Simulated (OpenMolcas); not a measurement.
## Rh VI: effect of the IPEA shift

```json
{"Program": "OpenMolcas", "Basis": "ANO-RCC-VQZP [8s7p5d3f2g1h]", "Scalar Hamiltonian": "DKH2, point nucleus", "Active space": "4 electrons in 10 orbitals (4d 5d)", "State averaging": "2S+1 = 5 even, 5 roots; 2S+1 = 3 even, 45 roots; 2S+1 = 1 even, 49 roots", "Spin-orbit coupling": "state interaction with AMFI integrals over the reference wave functions, term energies averaged over their components"}
```

Methods on the same reference wave functions:
A. CASSCF
B. MS-CASPT2, IPEA 0.25 Eh, imaginary shift 0.1 Eh (closed shells correlated: 4s 4p)
C. MS-CASPT2, IPEA 0.5 Eh, imaginary shift 0.1 Eh (closed shells correlated: 4s 4p)

Energies in eV above 4d4 5D0.

```csv
Level,A,B,C
4d4 5D0,0.0000,0.0000,0.0000
4d4 5D1,0.0758,0.0819,0.0812
4d4 5D2,0.2034,0.2139,0.2126
4d4 5D3,0.3634,0.374,0.373
4d4 5D4,0.5447,0.552,0.551
4d4 3P0(1),2.6911,2.273,2.321
4d4 3H4,2.7428,2.460,2.490
4d4 3H5,2.9226,2.658,2.688
4d4 3H6,3.0686,2.814,2.842
4d4 3P1(1),3.0730,2.661,2.711
4d4 3F3(1) [54 %],3.2000,2.799,2.841
4d4 3F2(1),3.2621,2.861,2.909
4d4 3F4(1) [62 %],3.3195,2.945,2.988
4d4 3P2(1),3.5924,3.159,3.211
4d4 3G3 [54 %],3.6685,3.261,3.305
4d4 3G4 [66 %],3.7342,3.317,3.356
4d4 3G5,3.8495,3.453,3.488
4d4 1I6,4.3719,4.008,4.022
4d4 3D3,4.4867,3.829,3.887
4d4 3D2,4.5347,3.899,3.952
4d4 3D1,4.6223,3.972,4.030
4d4 1G4(1),4.7532,4.286,4.313
4d4 1S0,5.3335,4.590,4.657
4d4 1D2(1),5.5926,4.965,4.983
```

Between B and C the level of the table that moves most is 4d4 1S0, by 540 cm-1 (lowest in B, highest in C). Moves below CASPT2's spread within the term are not significant.

From A to B the spin-free energies of the other terms of 4d4 shown, above 5D, scale by factors of 0.84 to 0.90, as is usual when dynamic correlation screens the repulsion within a d or f shell.

The lowest spin-free term lies below A's lowest term by 0.375 hartree in B, 0.368 hartree in C.

CASPT2 does not keep the components of a term degenerate, so their means are used; among the terms shown or strongly mixed into the levels shown the widest spread is 1400 cm-1 (4d4 1I, C). Active for correlation alone: 5d; no level in the range computed is led by a configuration that fills it, so any true level of that kind is missing. Without dynamic correlation excited terms often stand tens of per cent too high (terms of higher spin than the ground term too low), and those without a measured partner can miss by more than the paired ones (holds for A). The CASPT2 spread within a term exceeds the gap to the next term for 4d4 3D and 4d4 1I, 4d4 1I and 4d4 1G(1), so the order of their levels is uncertain (holds for B; C). Only configurations of the active space appear. Levels that lie high or do not pair safely by name in every column are left out.

A share in square brackets marks a mixed level and gives the weight of the term that names it, the lowest over the columns. A number in round brackets counts repeated terms of one configuration in the order of the reference energies.
